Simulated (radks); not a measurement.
Values are calculated unless marked as measured or tabulated.
All-electron atom: Ti I in [Ar] 3d2 4s2 (the NIST ground configuration). Code: a radial shooting solver on a logarithmic mesh with Libxc functionals. Model: scalar-relativistic Kohn-Sham, r2SCAN, spin-unpolarised, spherical densities, finite nucleus; meta-GGA in the generalised Kohn-Sham scheme; Fermi nuclear charge, rms radius 3.5921 fm; hard spherical wall at 12 bohr.

Normalised radial functions P(r) = r R(r), r in bohr:

r             3d       4p
0.006771  0.0000   0.0012
0.01018   0.0001   0.0025
0.01531   0.0002   0.0053
0.02303   0.0006   0.0108
0.03463   0.0020   0.0215
0.05207   0.0060   0.0399
0.07831   0.0172   0.0676
0.1178    0.0458   0.0990
0.1771    0.1104   0.1137
0.2663    0.2345   0.0761
0.4005    0.4239  -0.0340
0.6022    0.6373  -0.1654
0.9057    0.7663  -0.1861
1.362     0.7089  -0.0126
2.048     0.5121   0.2710
3.08      0.2990   0.4928
4.632     0.1318   0.4772
6.965     0.0352   0.2458
10.47     0.0038   0.0457

3d: eigenvalue -4.075 eV, 0 radial nodes, <r> = 1.62 bohr, 90 % of the charge inside 2.92 bohr. 4p (empty): eigenvalue -1.279 eV, 2 radial nodes at r = 0.361, 1.39 bohr, <r> = 4.37 bohr, 90 % of the charge inside 6.54 bohr.
